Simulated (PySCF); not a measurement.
## Computed structure and properties of [EuH2]+

System: [EuH2]+ (singlet in the valence; each metal's 4f electrons, 6 of them, lie in its core potential, out of spins and levels); start: template (C2v). Method: PySCF 2.14.0, RKS PBE0, Eu lcecp-1-SVP with ECP52, H def2-SVP; non-relativistic Hamiltonian with scalar-relativistic core potentials where named; density fitting; no spin-orbit coupling.

Input of the relaxation:

```python
mol = gto.M(atom='''
Eu     0.00000     0.00000    -0.01182
H      2.03090    -0.00000     0.89708
H     -2.03090     0.00000     0.89708''',
    basis={'Eu': 'lcecp-1-SVP', 'H': 'def2-SVP'},
    ecp={'Eu': 'lcecp-1-SVP'},
    charge=1, spin=0)
mf = dft.RKS(mol, xc='PBE0')
mf.grids.atom_grid = (50, 194)  # f atoms: unpruned, at least (60, 302)
mf = mf.density_fit()  # fitting sets: Eu AutoAux, H def2-universal-JKFIT
mf.conv_tol = 1e-08; mf.max_cycle = 55
mf.kernel(dm0)  # dm0: converged density of the start geometry
# quasi-Newton relaxation in Cartesian coordinates to a largest gradient under 0.00045 Eh/bohr, steps kept in the point group
```

Run from Python with OMP_NUM_THREADS=2; the lines above give its settings. Where DIIS fails, smearing, a level shift and second-order steps follow.
It took 3.9 s on 2 threads of Arm Neoverse V1, on a shared host, from the converged density of the start.

Course of the relaxation:

```
step  energy above end (eV)  largest force component within the symmetry (eV/Å)
   0                 0.7803                                               1.768
   1                 0.4099                                               1.383
   2                 0.0506                                               0.492
   3                 0.0071                                               0.101
   4                 0.0002                                               0.022
   5                 0.0000                                               0.004
```

Relaxed geometry (C2v):

```xyz
3

Eu    0.0000    0.0000   -0.1850
H     1.5460    0.0000    0.9837
H    -1.5460    0.0000    0.9837
```

| contact | Å |
| --- | --- |
| Eu1–H2 (H) | 1.938 |
| Eu1–H3 (H) | 1.938 |

On the finer grid (75, 302):

```json
{
  "HOMO": "-12.67 eV",
  "LUMO": "-7.69 eV",
  "Dipole about the centre of mass": "4.35 D",
  "Set of Mulliken populations of Eu1 outside the core potential": "s 2.52, p 6.11, d 1.11, f 0.02",
  "D3(BJ) dispersion energy (not in the energies)": "-0.020 eV"
}
```

| atom | Mulliken (e) | Löwdin (e) | spin (e) |
| --- | --- | --- | --- |
| Eu1 | 1.24 | 1.24 | 0.00 |
| H2 | -0.12 | -0.12 | 0.00 |
| H3 | -0.12 | -0.12 | 0.00 |

The 4f levels lie in the core potential and are missing. Their spin isn't counted.

On the grid (50, 194), as all that follows. Harmonic modes: a minimum; lowest 487 cm⁻¹ (negative: unstable), highest 1662 cm⁻¹, zero-point energy 0.234 eV.

Taking off one H (charge -1, singlet; the rest: singlet) in vacuum, both parts rigid, costs 15.50 eV; the small basis without counterpoise inflates it. Most of it is the attraction of opposite charges; other ways to part are cheaper, and one spin state was tried for the rest.

Rigid scan of H along the line from its metal:

```csv
distance to H2 (Å),energy (eV)
1.64,0.627
1.74,0.248
1.84,0.055
1.94,0.000
2.04,0.045
2.14,0.163
2.34,0.535
2.64,1.240
3.04,2.168
3.54,3.115
```

One start shape was tried, so this needn't be the lowest isomer.

An lcecp potential fixes the number of 4f electrons, so in runs with it no electron can move into or out of that shell.
